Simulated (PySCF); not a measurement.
## BrH₆⁻: from structure and modes to constants

Computed with PBE0/[Br def2-TZVPD, H def2-TZVPD], no relativity, density fitting, PySCF.

The singlet minimum has Oh symmetry. Masses (u): Br 78.91834, H 1.00782.

```xyz
7
charge -1 multiplicity 1, angstrom
Br    0.0000    0.0000    0.0000
H     0.0000    0.0000    1.7097
H     0.0000    0.0000   -1.7097
H     1.7097    0.0000    0.0000
H     0.0000    1.7097    0.0000
H    -1.7097    0.0000    0.0000
H     0.0000   -1.7097    0.0000
```

Harmonic wavenumbers (cm⁻¹): 541.2 (t2g, ×3), 624.6 (t1u, ×3), 876.8 (t2u, ×3), 1158.5 (t1u, ×3), 1486.4 (a1g, ×1), 1667.9 (eg, ×2).

**Question.** Find the principal moments of inertia and the rotational constants. What kind of rotor is it?

**Answer.** About the centre of mass I = 11.784, 11.784, 11.784 u Å². With B = 16.8576/I this gives 1.431, 1.431, 1.431 cm⁻¹. The molecule is a spherical top.

**Question.** What is the harmonic zero-point energy?

**Answer.** Half the sum of all 15 wavenumbers, 14425/2 = 7213 cm⁻¹, which is 86.3 kJ/mol (1 cm⁻¹ = 0.0119627 kJ/mol).

Other isomers or separated fragments may lie lower. The lowest empty level of this anion is unbound, so it and the gap depend on the basis.
